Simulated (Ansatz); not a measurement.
`CCC(C)(CC)CC` + `[SH][Ge][SH]` → `C[S][Ge][SH]` + `CCC(CC)CC`  (substitution at a C–C bond)

Computed with Ansatz on PBE0-D4/def2-TZVP structures; ΔE is electronic, products minus reactants. CBS: MP2 limit from def2 TZ/QZ plus the TZ coupled-cluster correction, frozen cores. DFT in def2-TZVPP. B3LYP here is the variant with VWN-RPA as its local correlation; programs differ in this. For Ge outer-core shells are correlated without core-valence functions, which leaves a few kJ/mol of doubt a bond. Scalar relativity is left out up to krypton. Each species was taken in one conformer, which may not be the lowest.

| level | ΔE (kJ/mol) |
| --- | --- |
| B3LYP-D4 | 10.7 |
| PBE0 | 4.3 |
| SCS-MP2/def2-TZVPP | 17.6 |
| CCSD/def2-TZVPP | 19.4 |
| HF/def2-QZVPP | 0.8 |
| SCS-MP2/def2-QZVPP | 15.5 |
| MP2/CBS(def2) | 18.6 |
| CCSD/CBS(def2) | 16.0 |

**Question.** What does CCSD(T)/CBS give? (Estimate.)

**Answer.** The calculation gave: +17.2 kJ/mol. The listed levels differ from it by -6.5, -12.9, 0.4, 2.2, -16.4, -1.7, 1.4, -1.2 kJ/mol.

Largest T1 diagnostic among the species: 0.014.

The D4 term adds +12.4 kJ/mol with B3LYP and +7.2 kJ/mol with PBE0; it sums over pairs of atoms, weighted by their polarisabilities, and B3LYP, whose exchange is more repulsive, gets the larger term. In def2-TZVPP, CCSD(T) changes the Hartree–Fock value by +19.7 kJ/mol (the triples alone add +1.2 kJ/mol) and MP2 by +21.1 kJ/mol.
